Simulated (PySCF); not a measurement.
C₃H₃N₂, multiplicity 2. Atoms are numbered in the order given.

```xyz
8

C      1.1799     0.1827     0.0000
C      0.2455     1.1887     0.0000
N     -1.0000     0.6017     0.0000
C     -0.8153    -0.7032     0.0000
N      0.5166    -1.0134     0.0000
H      0.3847     2.2677     0.0000
H     -1.6010    -1.4598     0.0000
H      0.9391    -1.9351     0.0000
```
Charge 0, spin multiplicity 2.

The structure is a stationary point at r2SCAN-D4/def2-SVP. The isomer is the one that the SMILES or the coordinates give; other isomers of the formula were not compared.

Method: PBE0/def2-TZVP run with PySCF.

ESP charges are fitted to the potential on shells at 1.4 to 2.0 van der Waals radii. Atomic charges (e):

| atom | meta-Löwdin | Löwdin | ESP fit | Mulliken | Mulliken spin |
|---|---|---|---|---|---|
| C1 | -0.02 | -0.12 | -0.10 | 0.01 | 0.95 |
| C2 | -0.11 | -0.29 | 0.02 | -0.11 | -0.04 |
| N3 | -0.27 | 0.10 | -0.41 | -0.26 | 0.10 |
| C4 | 0.02 | -0.32 | 0.09 | 0.03 | 0.00 |
| N5 | -0.18 | 0.16 | -0.19 | -0.21 | -0.02 |
| H6 | 0.14 | 0.14 | 0.14 | 0.14 | 0.00 |
| H7 | 0.14 | 0.13 | 0.13 | 0.15 | 0.00 |
| H8 | 0.27 | 0.20 | 0.32 | 0.25 | 0.00 |

Computed Mayer and Wiberg (Löwdin basis) orders of the bonds:
| bond | Mayer | Wiberg |
|---|---|---|
| C1–C2 | 1.66 | 1.86 |
| C2–N3 | 1.30 | 1.58 |
| N3–C4 | 1.65 | 1.94 |
| C1–N5 | 1.19 | 1.56 |
| C4–N5 | 1.21 | 1.53 |
| C2–H6 | 0.97 | 0.87 |
| C4–H7 | 0.95 | 0.88 |
| N5–H8 | 0.90 | 0.87 |
